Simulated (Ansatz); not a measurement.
CH4GeOS can be A, `C[S][Ge][OH]`, or B, `O=[C](S)[GeH3]`.

Gas-phase electronic energies from Ansatz, PBE0-D4/def2-TZVP geometries. CCSD(T)/CBS adds triple-zeta CCSD(T) − MP2 to the extrapolated MP2 energy (def2 sets, frozen cores). Functionals use def2-TZVPP. B3LYP here is the variant with VWN-RPA as its local correlation; programs differ in this. For Ge outer-core shells are correlated without core-valence functions, which leaves a few kJ/mol of doubt a bond. Scalar relativity is left out up to krypton. One conformer a species, not always the lowest.

(1) Which is lower in electronic energy at CCSD(T)/CBS, and by how much? (Best estimate.)

(2) Give E(B) − E(A) in kJ/mol with PBE-D4, B3LYP-D4, B3LYP, ωB97M-V, MP2/def2-TZVPP, r2SCAN-D4, B2PLYP. (Best estimate.)

Largest T1 diagnostic: 0.016.

## Answers

(1) The calculation gave: A, by 204.3 kJ/mol.

(2) Ansatz gave: PBE-D4 190.5, B3LYP-D4 201.2, B3LYP 200.6, ωB97M-V 204.2, MP2/def2-TZVPP 194.6, r2SCAN-D4 186.3, B2PLYP 197.5. None reverses the order clearly.

From PBE to PBE0 (25 % exact exchange), in def2-TZVPP and without D4, E(B) − E(A) moves by +6.4 kJ/mol.
